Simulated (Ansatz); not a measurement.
Reaction (SMILES): C=N (CH3N) -> [CH-]=N + H+

Quantity: gas-phase deprotonation energy (enthalpy at 298 K), in kcal/mol. Set-up: spin-orbit terms left out; LANL2DZ all-electron up to Ne; no dispersion term unless named; six Cartesian d functions in 6-31G* and its kin unless marked 5d; non-relativistic; 6-311+G** with 5d. Ab initio and DFT rows: single points at B3LYP-D3(BJ) geometries (Ansatz, an electronic-structure program), with unscaled harmonic terms from B3LYP/6-31G* at its own minima. Sets without +, aug- or the D of def2-TZVPD hold no diffuse functions, which anions need.

```tsv
level	program	gas-phase deprotonation energy (enthalpy at 298 K) (kcal/mol)
PBE/STO-3G	Ansatz	507.1
PBE/3-21G	Ansatz	428.7
PBE/LANL2DZ	Ansatz	415.7
PBE/6-31G*	Ansatz	421.7
PBE/def2-SVP	Ansatz	415.7
PBE/6-311+G**	Ansatz	400.1
PBE/def2-TZVPD	Ansatz	400.7
```

No value to compare with is used here. The 6 habitual levels span 400.1 (PBE/6-311+G**) to 507.1 kcal/mol (PBE/STO-3G); PBE/def2-TZVPD gives 400.7.

The sets are all those run for this method; runs whose electronic state is in doubt are left out.
